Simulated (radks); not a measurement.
Results of a calculation; reference values are marked as such.
Charge is removed step by step from the 3d level of neutral hafnium, starting from [Xe] 4f14 5d2 6s2. Code: a radial shooting solver on a logarithmic mesh with Libxc functionals. Model: scalar-relativistic Kohn-Sham, PBE, spin-unpolarised, spherical densities, point nucleus.

\begin{tabular}{lrrr}
removed (e) & E - E(0) (eV) & eigenvalue (eV) & E minus straight line (eV) \\ \hline
0 & 0.000 & -1655.9 & 0.000 \\
0.1 & 165.61 & -1661.6 & -2.655 \\
0.2 & 331.80 & -1667.4 & -4.734 \\
0.3 & 498.57 & -1673.2 & -6.231 \\
0.4 & 665.93 & -1679.1 & -7.142 \\
0.5 & 833.88 & -1685.1 & -7.460 \\
0.6 & 1002.4 & -1691.1 & -7.181 \\
0.7 & 1171.6 & -1697.1 & -6.300 \\
0.8 & 1341.3 & -1703.2 & -4.813 \\
0.9 & 1511.7 & -1709.4 & -2.714 \\
1 & 1682.7 & -1715.6 & 0.000 \\
\end{tabular}

Removing the whole electron costs 1682.7 eV by Delta-SCF, against 1655.9 eV from minus the eigenvalue at the starting occupation. Slater's transition state (half an electron removed) gives 1685.1 eV. Integrating minus the eigenvalue over the occupation (Janak's theorem) gives 1685.3 eV. In this scalar-relativistic scheme the density is built from large components alone, so the theorem holds only approximately. The mean slope of the eigenvalue, de/dn, is 59.7 eV per electron.
